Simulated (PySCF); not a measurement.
Gas-phase reaction: TaCl4NH2 + 2 O → TaCl3NH + HO2 + Cl, at 500 K and a standard pressure of 1 bar. Level: ωB97M-V/def2-TZVP†.

Method: PySCF energies plus ideal-gas RRHO corrections (1 bar). † marks an energy on the PBE0/def2-TZVP geometry and frequencies. Open shells (unrestricted): O (multiplicity 3, electronic degeneracy 9), HO2 (multiplicity 2), Cl (multiplicity 2, electronic degeneracy 6); the rest are closed-shell singlets. Spin-orbit splitting is ignored; it lowers the true energy and changes the entropy of O, Cl. Ta: scalar-relativistic def2 core potential, no spin-orbit coupling. TaCl4NH2, TaCl3NH: computed as isolated molecules; such fragments, hydroxides, amides, oligomers or adducts are transient or little studied in the gas. The harmonic model lacks anharmonicity and excited electronic states, which grow with temperature; levels with a mode under 35 cm⁻¹ are left out. Soft modes under 120 cm⁻¹ make the harmonic entropy rough for TaCl4NH2, TaCl3NH.

```json
[
 {"species": "TaCl4NH2", "E (Ha)": "-1953.95914", "H(500 K) − E (kJ/mol)": "138.0", "S°(500 K) (J/mol/K)": "485.7"},
 {"species": "O", "E (Ha)": "-75.07718", "H(500 K) − E (kJ/mol)": "10.4", "S°(500 K) (J/mol/K)": "172.4"},
 {"species": "TaCl3NH", "E (Ha)": "-1493.11652", "H(500 K) − E (kJ/mol)": "90.5", "S°(500 K) (J/mol/K)": "425.2"},
 {"species": "HO2", "E (Ha)": "-150.92995", "H(500 K) − E (kJ/mol)": "55.1", "S°(500 K) (J/mol/K)": "247.4"},
 {"species": "Cl", "E (Ha)": "-460.12517", "H(500 K) − E (kJ/mol)": "10.4", "S°(500 K) (J/mol/K)": "179.0"}
]
```
E: electronic energy; H − E holds the zero-point and thermal terms. 1 Ha = 2625.5 kJ/mol.

Work out ΔH°, ΔS°, ΔG° and log10 K from these numbers.

1. ΔE = 1×(-1493.11652) + 1×(-150.92995) + 1×(-460.12517) − 1×(-1953.95914) − 2×(-75.07718) = -0.05814 Ha = -152.6 kJ.
2. Δ(H − E) = 1×(90.5) + 1×(55.1) + 1×(10.4) − 1×(138.0) − 2×(10.4) = -2.8 kJ, so ΔH° = -155.4 kJ.
3. ΔS° = 1×(425.2) + 1×(247.4) + 1×(179.0) − 1×(485.7) − 2×(172.4) = 21.1 J/K; the number of gas molecules stays the same.
4. ΔG° = ΔH° − TΔS° = -155.4 − 500×(21.1)/1000 = -166.0 kJ.
5. log10 K = −ΔG°/(RT ln 10) = 17.35, with RT ln 10 = 9.57 kJ/mol; at standard pressures the products are favoured.
6. A shift of 10 kJ in ΔE would move log10 K by 1.04 here.
For scale, ΔH°(298 K) is -152 kJ at this level, -165 kJ at ωB97X-V/def2-TZVP†, and runs from -304 to 144 kJ over the 16 levels computed.
